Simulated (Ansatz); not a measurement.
Basis-set extrapolation for `C[SiH](O)O[SiH2]O` (PBE0-D4/def2-TZVP geometry, frozen core, Ansatz 0.2.0). Multiplicity 1, RHF reference.

```
                      def2-TZVPP   def2-QZVPP
                 HF  -845.356599  -845.389017
    MP2 correlation    -1.135409    -1.224876
CCSD(T) correlation    -1.219750      not run
```

Energies in hartree. Use E(X) = E(∞) + A·exp(−7.88·√X) for Hartree–Fock and E(X) = E(∞) + B·X^(−2.97) for correlation, with X = 3 and 4, and add CCSD(T) minus MP2 of the smaller set to the MP2 limit.

Task: What is the CCSD(T) energy at the basis-set limit?

Result: HF limit: -845.389017 + (-0.032418) × 0.13774 = -845.39348. MP2 limit: -1.224876 + (-0.089467) × 0.74074 = -1.29115. Higher-order term: -1.219750 − (-1.135409) = -0.08434. Total: -846.76897 hartree, 505.7 kJ/mol below CCSD(T)/def2-TZVPP.
